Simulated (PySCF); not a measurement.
Cd(I)(Et) (C₂H₅CdI), SMILES C[CH2][Cd][I].

The structure is a stationary point at PBE0-D3(BJ)/def2-SVP. The structure was generated by enumeration; whether it is a known compound was not checked. The def2 effective core potentials stand for the cores of Cd, I; spin–orbit coupling is left out. One conformer was computed; it need not be the lowest.

The numbers are results of B3LYP/def2-TZVP (PySCF), not measurements.

Symmetry labels are those of the subgroup Cs that the program uses (full group Cs).

Computed valence orbital energies around the gap with their symmetry:
```json
[
 {"orbital": "HOMO−7", "symmetry": "A\"", "energy (eV)": "-12.18"},
 {"orbital": "HOMO−6", "symmetry": "A'", "energy (eV)": "-11.53"},
 {"orbital": "HOMO−5", "symmetry": "A'", "energy (eV)": "-10.48"},
 {"orbital": "HOMO−4", "symmetry": "A\"", "energy (eV)": "-9.74"},
 {"orbital": "HOMO−3", "symmetry": "A'", "energy (eV)": "-8.87"},
 {"orbital": "HOMO−2", "symmetry": "A'", "energy (eV)": "-7.22"},
 {"orbital": "HOMO−1", "symmetry": "A'", "energy (eV)": "-7.01"},
 {"orbital": "HOMO", "symmetry": "A\"", "energy (eV)": "-7.00"},
 {"orbital": "LUMO", "symmetry": "A'", "energy (eV)": "-1.33"},
 {"orbital": "LUMO+1", "symmetry": "A'", "energy (eV)": "-0.83"},
 {"orbital": "LUMO+2", "symmetry": "A\"", "energy (eV)": "-0.76"},
 {"orbital": "LUMO+3", "symmetry": "A'", "energy (eV)": "0.97"}
]
```
